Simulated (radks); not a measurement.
Task: These are the eigenvalues of the occupied orbitals of an atom or ion with whole-number occupations (eV). Method: scalar-relativistic Kohn-Sham, PBEsol, spin-polarised, spherical densities, finite nucleus; Fermi nuclear charge, rms radius of each element as measured or else 0.836 A^(1/3) + 0.57 fm; computed with a radial shooting solver on a logarithmic mesh with Libxc functionals.

orbital  eigenvalue
1s up     -54139.08
1s down   -54135.41
2s up     -12091.37
2s down   -12087.17
2p up     -11224.78
2p down   -11221.03
3s up     -4992.930

Which element is it, and in what charge state? The configuration may be excited. Open shells, if any, are filled with parallel spins first.

Result: Z = 64, gadolinium, charge +53: Gd53+ in [Ne] 3s1. The list shows which subshells hold electrons but not how many an open one holds; the 1s level, -1989.6 hartree, gives Z - s = 63.1 by -(Z - s)^2/2, which with screening and relativity narrows Z to a few neighbours, and the depths of the outer levels then fix element, charge and occupations together.
